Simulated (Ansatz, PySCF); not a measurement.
Spin states of HOTa (SMILES [OH][Ta]), each relaxed with B3LYP-D3(BJ)/def2-TZVP.
State 1 (charge 0, multiplicity 3):
```xyz
3

Ta    -0.97817    -0.82332    -0.87137
O      0.17740     0.15523     0.14896
H      0.76761     0.71546     0.65218
```
State 2 (charge 0, multiplicity 5):
```xyz
3

Ta    -0.974    -0.695    -0.905
O      0.314    -0.084     0.375
H      0.627     0.827     0.460
```

| level | energy of the multiplicity-5 state less that of the multiplicity-3 state (eV) | cost |
|---|---|---|
| PBE/def2-TZVPP | 0.239 | ×1 |
| PBE-D4/def2-TZVPP | 0.240 | ×1 |
| BLYP-D4/def2-TZVPP | 0.556 | ×1 |
| r2SCAN/def2-TZVPP | -0.020 | ×3 |
| r2SCAN-D3(BJ)/def2-TZVPP | -0.020 | ×3 |
| B97M-V/def2-TZVPP | 0.218 | ×10 |
| r2SCANh/def2-TZVPP | 0.008 | ×2 |
| B3LYP-D4/def2-TZVPP | 0.509 | ×0.6 |
| PBE0/def2-TZVPP | 0.189 | ×0.6 |
| PBE0-D3(BJ)/def2-TZVPP | 0.190 | ×0.6 |
| PBE0-D4/def2-TZVPP | 0.189 | ×0.6 |
| BHLYP-D4/def2-TZVPP | 0.507 | ×0.7 |
| wB97M-V/def2-TZVPP | 0.575 | ×3 |
| B2PLYP/def2-TZVPP | 0.557 | ×0.9 |

The rows run from -0.020 (r2SCAN/def2-TZVPP) to 0.575 eV (wB97M-V/def2-TZVPP). The dispersion term adds 0.000 in PBE-D4, 0.000 in r2SCAN-D3(BJ), 0.000 in PBE0-D3(BJ). The 7 functionals in def2-TZVPP without D3 or D4 span 0.595, from r2SCAN to wB97M-V.

Singlets are restricted, other states unrestricted; no spin–orbit coupling, no relativity up to Kr; see below for the cores. The largest T1 diagnostic is 0.055.

Correlated levels freeze the inner cores; with def2 sets outer-core shells near the valence are correlated too.

Doubts at one or more of the structures used: a spin-contaminated determinant (PBE/def2-TZVPP, PBE-D4/def2-TZVPP, r2SCAN/def2-TZVPP, r2SCAN-D3(BJ)/def2-TZVPP, B97M-V/def2-TZVPP, r2SCANh/def2-TZVPP, PBE0/def2-TZVPP, PBE0-D3(BJ)/def2-TZVPP, PBE0-D4/def2-TZVPP, BHLYP-D4/def2-TZVPP, B2PLYP/def2-TZVPP).

The values were computed with Ansatz (a program for electronic structure) with Gaussian orbitals; PySCF for the dispersion terms. Each number belongs to the level named beside it. In def2 rows elements past Kr take small-core potentials, without spin–orbit coupling.

Costs are rough ratios of core time to PBE/def2-TZVPP (about 17 s over the structures, on one shared machine); a dash marks a level with no comparable run of its own.
